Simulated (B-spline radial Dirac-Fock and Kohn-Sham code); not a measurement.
ΔSCF core binding energies without Breit or QED terms, calculated with a radial atomic solver.

A sound run for neutral lanthanum, 1s2 2s2 2p6 3s2 3p6 3d10 4s2 4p6 4d10 5s2 5p6 5d1 6s2: The ground state converged in 12 iterations, with total energy -8493.65037 Ha, virial ratio 1.93451 and highest orbital energy -4.89 eV. ΔSCF binding energies: K (1s) 39083.5 eV, L3 (2p3/2) 5507.6 eV, M5 (3d5/2) 846.7 eV.

A second run, with one unsound setting: The ground state had not converged after 5 iterations, with total energy -8493.64807 Ha, virial ratio 1.93475 and highest orbital energy -4.94 eV. ΔSCF binding energies: K (1s) 39083.6 eV, L3 (2p3/2) 5507.7 eV, M5 (3d5/2) 846.7 eV (not all states converged, so these are not final).

```
iter   energy (Ha)        error
   1    -8487.84694913  1.95e+00
   2    -8491.85531686  2.88e-01
   3    -8493.52674101  6.16e-02
   4    -8493.63731363  2.11e-02
   5    -8493.64806722  8.77e-03
```

Task: Which fault fits the second run best?
A. functional not served
B. speed of light below Z
C. box too small
D. too few iterations

Result: D. The input had maxit = 5: maxit ends the run before self-consistency.
